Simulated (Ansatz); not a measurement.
Geometry optimisation, RKS PBE/def2-SVP (Ansatz).

The input (input.yaml):

```yaml
crystal:
  periodic: [false, false, false]
  atoms:
    - { symbol: "N", position_ang: [-0.17198, 0.91006, 0.22207] }
    - { symbol: Si, position_ang: [0.33717, -0.69502, 0.12929] }
    - { symbol: O, position_ang: [1.23347, -1.51062, 1.01525] }
    - { symbol: I, position_ang: [-0.73308, -1.57342, -1.88577] }
    - { symbol: H, position_ang: [-0.78477, 1.34784, -0.44558] }
    - { symbol: H, position_ang: [0.11919, 1.52116, 0.96474] }
basis:
  gaussian: { orbitals: def2-SVP }
hamiltonian:
  xc: pbe
relax:
  f_tol: 0.02
  max_steps: 40
output:
  orbitals: {}
```

Launched with:

```bash
$ ansatz run input.yaml --threads 1 --pin off --max-ram 2048MiB --backend cpu --events-out ev --progress --plain --runs-dir out
```

Task: Where does it end, and by what steps?

Result: The forces met the threshold. After 7 steps the energy has fallen by 0.090 eV; O3 moved furthest, 0.05 Å.

```tsv
step	energy less start (eV)	largest force component (eV/Å)	accepted
0	0.0000	1.857	yes
1	-0.0655	1.061	yes
2	-0.0866	0.176	yes
3	-0.0890	0.105	yes
4	-0.0897	0.068	yes
5	-0.0902	0.028	yes
6	-0.0903	0.021	yes
7	-0.0903	0.001	yes
```

```xyz
6
Properties=species:S:1:pos:R:3
N -0.173 0.914 0.222
Si 0.315 -0.708 0.092
O 1.250 -1.479 1.055
I -0.743 -1.610 -1.921
H -0.794 1.380 -0.442
H 0.146 1.504 0.994
```

The run took 13 s on 1 thread of Intel(R) Xeon(R) 6975P-C (Granite Rapids) (shared host), peak memory 0.16 GiB.
